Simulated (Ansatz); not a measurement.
Correlation energies of `[BH2][GaH][O]C` by basis set

| atom | x (Å) | y (Å) | z (Å) |
| --- | --- | --- | --- |
| B1 | -1.139 | 0.409 | 2.306 |
| Ga2 | -0.407 | 0.710 | 0.385 |
| O3 | 0.391 | -0.722 | -0.337 |
| C4 | 0.953 | -0.739 | -1.621 |
| H5 | -2.255 | 0.024 | 2.501 |
| H6 | -0.472 | 0.627 | 3.275 |
| H7 | -0.417 | 1.962 | -0.569 |
| H8 | 0.469 | -1.508 | -2.234 |
| H9 | 0.856 | 0.221 | -2.146 |
| H10 | 2.021 | -0.983 | -1.561 |

Charge 0, multiplicity 1. Correlated methods include outer-core shells of Ga, which these sets cover unevenly. Scalar relativity is left out up to krypton. The geometry is a stationary point of PBE0-D4/def2-TZVP. It is one conformer, not always the lowest. Frozen core, restricted reference, Ansatz.

```
     basis      HF (Eh)  MP2 corr.  CCSD corr.       (T)  CCSD(T) total
  def2-SVP  -2063.76925   -0.62272    -0.65735  -0.01850    -2064.44510
def2-TZVPP  -2064.18351   -0.74207    -0.77367  -0.02897    -2064.98615
def2-QZVPP  -2064.23094   -1.02622           –         –              –
```
